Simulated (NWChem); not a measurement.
System: CH3OS, doublet; SMILES C[S]=O

Here is an NWChem input.

```
start job
memory heap 200 mb stack 900 mb global 1100 mb
geometry units angstroms noautoz
  C      0.339292     1.400087     0.000000
  S     -0.517496    -0.217034     0.000000
  O      0.580186    -1.286042     0.000000
  H      0.962827     1.486335     0.894279
  H     -0.423725     2.185369     0.000000
  H      0.962827     1.486335    -0.894279
end
basis spherical
  * library 6-311++g**
end
dft
  odft
  mult 2
  xc xpbe96 cpbe96
  iterations 150
  mulliken
end
task dft energy
```

NWChem printed, in part:

```
             Northwest Computational Chemistry Package (NWChem) 7.3.0
             --------------------------------------------------------

 CS  symmetry detected

                             Geometry "geometry" -> ""
                             -------------------------

 Output coordinates in angstroms (scale by  1.889725989 to convert to a.u.)

  No.       Tag          Charge          X              Y              Z
 ---- ---------------- ---------- -------------- -------------- --------------
    1 C                    6.0000     0.36973618     1.39926565     0.00000000
    2 S                   16.0000    -0.51846220    -0.20081861     0.00000000
    3 O                    8.0000     0.55813856    -1.29105468     0.00000000
    4 H                    1.0000     0.99483628     1.47332291     0.89427900
    5 H                    1.0000    -0.37780302     2.19929559     0.00000000
    6 H                    1.0000     0.99483628     1.47332291    -0.89427900

 Effective nuclear repulsion energy (a.u.)     105.5281250036

      Symmetry information
      --------------------

 Group name             Cs
 Group number              2
 Group order               2
 No. of unique centers     5

  pbe96 is a nonlocal functional; adding pw91lda local functional.

                                 NWChem DFT Module
                                 -----------------

 Summary of "ao basis" -> "ao basis" (spherical)
 ------------------------------------------------------------------------------
       Tag                 Description            Shells   Functions and Types
 ---------------- ------------------------------  ------  ---------------------
 C                         6-311++g**               10       22   5s4p1d
 S                         6-311++g**               14       30   7s6p1d
 O                         6-311++g**               10       22   5s4p1d
 H                         6-311++g**                5        7   4s1p

      Symmetry analysis of basis
      --------------------------

        a'         67
        a"         28

            General Information
            -------------------
          SCF calculation type: DFT
          Wavefunction type:  spin polarized.
          No. of atoms     :     6
          No. of electrons :    33
           Alpha electrons :    17
            Beta electrons :    16
          Charge           :     0
          Spin multiplicity:     2
          Use of symmetry is: on ; symmetry adaption is: on
          Maximum number of iterations: 150
          AO basis - number of functions:    95
                     number of shells:    49
          Convergence on energy requested:  1.00D-06
          Convergence on density requested:  1.00D-05
          Convergence on gradient requested:  5.00D-04

              XC Information
              --------------
          PerdewBurkeErnzerhof Exchange Functional  1.000
            Perdew 1991 LDA Correlation Functional  1.000 local
           PerdewBurkeErnz. Correlation Functional  1.000 non-local

             Grid Information
             ----------------
          Grid used for XC integration:  medium
          Radial quadrature: Mura-Knowles
          Angular quadrature: Lebedev.
          Tag              B.-S. Rad. Rad. Pts. Rad. Cut. Ang. Pts.
          ---              ---------- --------- --------- ---------
          C                   0.70       49          11.0       434
          S                   1.00       88          12.0       590
          O                   0.60       49          13.0       434
          H                   0.35       45          12.0       434
          Grid pruning is: on
          Number of quadrature shells:   276
          Spatial weights used:  Erf1

      Superposition of Atomic Density Guess
      -------------------------------------

 Sum of atomic energies:        -511.42660909

      Non-variational initial energy
      ------------------------------

 Total energy =    -512.406782
 1-e energy   =    -914.079005
 2-e energy   =     296.144098
 HOMO         =      -0.198490
 LUMO         =       0.030186

   Symmetry analysis of molecular orbitals - initial alpha
   -------------------------------------------------------

  Numbering of irreducible representations:

     1 a'          2 a"

  Orbital symmetries:

     1 a'          2 a'          3 a'          4 a'          5 a'
     6 a'          7 a"          8 a'          9 a'         10 a'
    11 a'         12 a"         13 a'         14 a"         15 a'
    16 a'         17 a"         18 a'         19 a'         20 a'
    21 a"         22 a'         23 a"         24 a'         25 a'
    26 a'         27 a"

   Symmetry analysis of molecular orbitals - initial beta
   ------------------------------------------------------

  Numbering of irreducible representations:

     1 a'          2 a"

  Orbital symmetries:

     1 a'          2 a'          3 a'          4 a'          5 a'
     6 a'          7 a"          8 a'          9 a'         10 a'
    11 a'         12 a"         13 a'         14 a"         15 a'
    16 a'         17 a"         18 a'         19 a'         20 a'
    21 a"         22 a'         23 a"         24 a'         25 a'
    26 a'         27 a"

     ---------------------------------------------
      Total Density - Mulliken Population Analysis
     ---------------------------------------------

    Atom       Charge   Shell Charges
 -----------   ------   -------------------------------------------------------
    1 C    6     6.62   1.10  0.89  0.56  0.79  1.54  0.56  1.12  0.05 -0.04  0.03
    2 S   16    15.24   0.77  1.19  0.95  1.04  1.06  0.87  1.83  4.06  0.82  2.03  0.47  0.03 -0.01  0.12
    3 O    8     8.76   1.08  0.91  0.99  1.06  2.22  0.87  1.72 -0.12  0.01  0.01
    4 H    1     0.78   0.24  0.42  0.09  0.01  0.02
    5 H    1     0.81   0.24  0.43  0.10  0.02  0.02
    6 H    1     0.78   0.24  0.42  0.09  0.01  0.02

     --------------------------------------------
      Spin Density - Mulliken Population Analysis
     --------------------------------------------

    Atom       Charge   Shell Charges
 -----------   ------   -------------------------------------------------------
    1 C    6     0.01   0.00  0.00  0.00  0.00  0.01  0.00 -0.00  0.00 -0.00  0.01
    2 S   16     0.72   0.00  0.00  0.00  0.00  0.00  0.00  0.01 -0.01  0.13  0.41  0.19  0.00 -0.01  0.00
    3 O    8     0.21   0.00  0.00  0.06  0.00  0.11  0.00  0.05  0.00 -0.01  0.00
    4 H    1     0.03   0.01  0.01  0.00  0.00  0.00
    5 H    1     0.00   0.00  0.00  0.00  0.00  0.00
    6 H    1     0.03   0.01  0.01  0.00  0.00  0.00

   convergence    iter        energy       DeltaE   RMS-Dens  Diis-err
 ---------------- ----- ----------------- --------- --------- ---------
 d= 0,ls=0.0,diis     1   -512.9026092795 -6.18D+02  2.23D-02  4.03D-01
                                                     2.20D-02  4.14D-01
 d= 0,ls=0.0,diis     2   -511.6772691193  1.23D+00  2.04D-02  3.14D+00
                                                     2.01D-02  2.66D+00
 d= 0,ls=0.0,diis     3   -512.9862143586 -1.31D+00  2.72D-03  8.69D-02
                                                     2.73D-03  9.31D-02
 d= 0,ls=0.0,diis     4   -513.0161880885 -3.00D-02  1.35D-03  1.59D-02
                                                     1.11D-03  1.35D-02
 d= 0,ls=0.0,diis     5   -513.0217605156 -5.57D-03  3.83D-04  1.58D-03
                                                     3.68D-04  1.48D-03
  Resetting Diis
 d= 0,ls=0.0,diis     6   -513.0223935929 -6.33D-04  1.07D-04  2.44D-04
                                                     1.01D-04  2.27D-04
 d= 0,ls=0.0,diis     7   -513.0225055754 -1.12D-04  1.63D-04  3.42D-05
                                                     1.68D-04  2.37D-05
 d= 0,ls=0.0,diis     8   -513.0223730869  1.32D-04  1.06D-04  3.45D-04
                                                     1.28D-04  3.67D-04
 d= 0,ls=0.0,diis     9   -513.0225181070 -1.45D-04  9.64D-06  1.28D-06
                                                     9.16D-06  1.16D-06
 d= 0,ls=0.0,diis    10   -513.0225186445 -5.38D-07  4.15D-06  1.33D-07
                                                     5.28D-06  1.45D-07

         Total DFT energy =     -513.022518644525
      One electron energy =     -915.661558615045
           Coulomb energy =      337.593713955092
    Exchange-Corr. energy =      -40.482798988142
 Nuclear repulsion energy =      105.528125003570

 Numeric. integr. density =       32.999999964003

                  Occupations of the irreducible representations
                  ----------------------------------------------

                     irrep           alpha         beta
                     --------     --------     --------
                     a'               13.0         13.0
                     a"                4.0          3.0

                    DFT Final Alpha Molecular Orbital Analysis
                    ------------------------------------------

 Vector   15  Occ=1.000000D+00  E=-3.512681D-01  Symmetry=a'
              MO Center= -8.5D-03, -2.2D-01, -3.4D-12, r^2= 2.9D+00
   Bfn.  Coefficient  Atom+Function         Bfn.  Coefficient  Atom+Function
  ----- ------------  ---------------      ----- ------------  ---------------
    38      0.337916  2 S  px                60      0.265545  3 O  py
    28     -0.216668  2 S  s                 64      0.206509  3 O  py
    35      0.189298  2 S  px                56      0.179898  3 O  py
     7     -0.159633  1 C  px                32     -0.127208  2 S  px
    83      0.126609  5 H  s                 27     -0.111766  2 S  s

[...]
```

Level: PBE/6-311++G** (spherical d), spin-unrestricted. In the optimisation the excess spin sits in a" (Cs, its own frame). Geometry: optimised at B3LYP/6-31G* (spherical d), spin-unrestricted. No stability test was run on the SCF state.
